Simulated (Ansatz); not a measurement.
A structure relaxed at PBE-D4/def2-SVP in Ansatz, charge 0, singlet:

Cartesian coordinates in Å:
```
Na 1.607 0.027 0.986
H -0.352 0.689 1.809
Na -0.694 1.748 -0.117
H 1.304 1.164 -0.903
Na 0.336 -0.660 -1.733
H 0.725 -1.825 0.123
Na -1.249 -1.115 0.865
H -1.677 -0.028 -1.029
```

Task: Give its formula, name or SMILES and point group.

Result: (NaH)4 cube (Na₄H₄). Point group Td (tolerance 0.1 Å).

Task: Summarise the bond lengths by kind (pairs closer than 1.2 times the sum of covalent radii, bridged metal pairs left out).

Result: 12 × H–Na 2.22 to 2.23 Å.
